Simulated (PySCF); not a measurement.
# Exercise with solution: entropy of an ideal gas

CH₄Mg, SMILES [CH3][MgH].

Geometry: PBE-D3(BJ)/def2-TZVP.

PBE-D3(BJ)/def2-TZVP run with PySCF gives the harmonic wavenumbers 287, 287, 528, 560, 560, 1110, 1400, 1400, 1562, 2952, 3030, 3030 cm⁻¹ and the rotational temperatures 7.6632, 0.4626, 0.4626 K. The molar mass is 40.35 g/mol, the symmetry number 3, the spin multiplicity 1.

**Question.** Work out the entropy at 298.15 K and 1 atm in the rigid-rotor, harmonic-oscillator model.

**Answer.** 
Translation (Sackur–Tetrode at 1 atm): S = R[1.5 ln M + 2.5 ln T − 1.16487] = 154.9 J/(mol K).
Rotation: q = (√π/σ) T^1.5/√(θA θB θC) = 2380, S = R[ln q + 3/2] = 77.1 J/(mol K).
Vibration: with u = 1.4388 ν/T, each mode gives R[u/(e^u − 1) − ln(1 − e^−u)]:
| ν (cm⁻¹) | modes | u | S (J/(mol K)) |
|---|---|---|---|
| 287 | 2 | 1.38 | 12.48 |
| 528 | 1 | 2.55 | 2.48 |
| 560 | 2 | 2.70 | 4.38 |
| 1110 | 1 | 5.36 | 0.25 |
| 1400 | 2 | 6.76 | 0.15 |
| 1562 | 1 | 7.54 | 0.04 |
The stiffer modes add less than 0.005 each. Sum 19.8 J/(mol K).
Spin: R ln 1 = 0.0 J/(mol K).
Total 251.7 J/(mol K); the program's own thermochemistry gives 251.7. Translation makes up 62 % and vibration 8 %. Anharmonicity, hindered rotation and orbital degeneracy are left out.
